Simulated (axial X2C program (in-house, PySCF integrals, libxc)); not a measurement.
Density and ELF of NaAs⁺

All values were computed with an in-house relativistic program for diatomic molecules. Two-component (2c) means X2C with spin–orbit coupling and atomic mean-field two-electron Coulomb and Gaunt terms. Basis: As dyall-cv3z [9s9p6d4f1g], Na dyall-cv3z [9s8p5d2f] (cores contracted in-house); Gaussian nuclei, density fitting, unrestricted open shells. Masses: As 74.922 u, Na 22.990 u.

PBE0, 2c, state Ω = 3/2 (⟨Sz⟩ = 1.49, ⟨Lz⟩ = 0.01 at PBE0); As at z = 0, Na at z = 3.125 Å.

The maps cover the half plane through the axis: z from -2.4 to 5.4 Å along the bond, ρ from 0.15 to 2.25 Å away from it.

log10 of the density in e/bohr³:

```
 ρ\z  -2.4  -1.8  -1.2  -0.6   0.0   0.6   1.2   1.8   2.4   3.0   3.6   4.2   4.8   5.4
0.15  -3.4  -2.4  -1.5  -0.5   1.4  -0.5  -1.4  -2.0  -1.1   0.6  -0.3  -2.2  -4.0  -5.5
0.45  -3.5  -2.5  -1.6  -0.8   0.2  -0.8  -1.5  -2.1  -1.5  -0.2  -0.8  -2.5  -4.2  -5.5
0.75  -3.6  -2.7  -1.8  -1.2  -0.8  -1.1  -1.7  -2.2  -2.0  -1.2  -1.6  -2.9  -4.5  -5.6
1.05  -3.7  -2.9  -2.1  -1.5  -1.3  -1.5  -1.9  -2.5  -2.6  -2.1  -2.4  -3.5  -4.8  -5.7
1.35  -3.9  -3.1  -2.4  -1.9  -1.7  -1.8  -2.2  -2.7  -3.0  -3.0  -3.3  -4.1  -5.2  -5.9
1.65  -4.1  -3.4  -2.7  -2.3  -2.1  -2.2  -2.6  -3.0  -3.4  -3.6  -4.0  -4.7  -5.5  -6.0
1.95  -4.4  -3.7  -3.1  -2.7  -2.5  -2.6  -2.9  -3.3  -3.7  -4.1  -4.5  -5.2  -5.8  -6.2
2.25  -4.6  -4.0  -3.5  -3.1  -3.0  -3.1  -3.3  -3.7  -4.0  -4.4  -4.9  -5.5  -6.1  -6.5
```

Electron localisation function (collinear form, no current term, damped to 0 at low density):

```
 ρ\z  -2.4  -1.8  -1.2  -0.6   0.0   0.6   1.2   1.8   2.4   3.0   3.6   4.2   4.8   5.4
0.15  0.07  0.56  0.79  0.21  0.24  0.20  0.82  0.20  0.51  0.43  0.84  0.14  0.00  0.00
0.45  0.06  0.53  0.80  0.25  0.57  0.23  0.83  0.24  0.26  0.85  0.72  0.09  0.00  0.00
0.75  0.04  0.46  0.80  0.63  0.25  0.61  0.82  0.32  0.05  0.57  0.39  0.03  0.00  0.00
1.05  0.02  0.35  0.74  0.83  0.75  0.81  0.78  0.39  0.01  0.12  0.08  0.01  0.00  0.00
1.35  0.01  0.21  0.64  0.81  0.83  0.80  0.69  0.39  0.01  0.01  0.01  0.00  0.00  0.00
1.65  0.00  0.09  0.46  0.70  0.75  0.69  0.54  0.28  0.02  0.00  0.00  0.00  0.00  0.00
1.95  0.00  0.02  0.23  0.49  0.58  0.51  0.33  0.13  0.02  0.00  0.00  0.00  0.00  0.00
2.25  0.00  0.00  0.06  0.23  0.32  0.27  0.13  0.03  0.01  0.00  0.00  0.00  0.00  0.00
```

Axial spin density in 10⁻³ e/bohr³:

```
 ρ\z  -2.4  -1.8  -1.2  -0.6   0.0   0.6   1.2  1.8  2.4  3.0  3.6  4.2  4.8  5.4
0.15   0.3   2.7  18.2  31.1  28.4  21.4  21.9  6.8  0.9  7.0  0.1  0.1  0.0  0.0
0.45   0.3   2.3  15.0  39.8   0.7  32.4  18.7  5.9  1.2  0.2  0.1  0.1  0.0  0.0
0.75   0.2   1.7  10.3  33.8  38.6  31.4  13.5  4.4  1.2  0.1  0.1  0.0  0.0  0.0
1.05   0.2   1.1   6.0  19.7  28.8  20.2   8.4  2.8  0.9  0.2  0.1  0.0  0.0  0.0
1.35   0.1   0.7   3.1   9.4  14.0  10.3   4.6  1.6  0.6  0.2  0.1  0.0  0.0  0.0
1.65   0.1   0.3   1.5   4.0   5.9   4.6   2.2  0.9  0.3  0.1  0.0  0.0  0.0  0.0
1.95   0.0   0.2   0.7   1.6   2.4   1.9   1.0  0.4  0.2  0.1  0.0  0.0  0.0  0.0
2.25   0.0   0.1   0.3   0.6   0.9   0.8   0.4  0.2  0.1  0.0  0.0  0.0  0.0  0.0
```

The state is one determinant whose occupation by symmetry is held fixed; it was picked as the lowest of a PBE0 search that is not exhaustive. Density functionals use the spin component along the axis (collinear). With several unpaired electrons one determinant need not be a pure state. This is the top spin component of a Σ state; components of lower Ω are not single determinants and can lie lower.
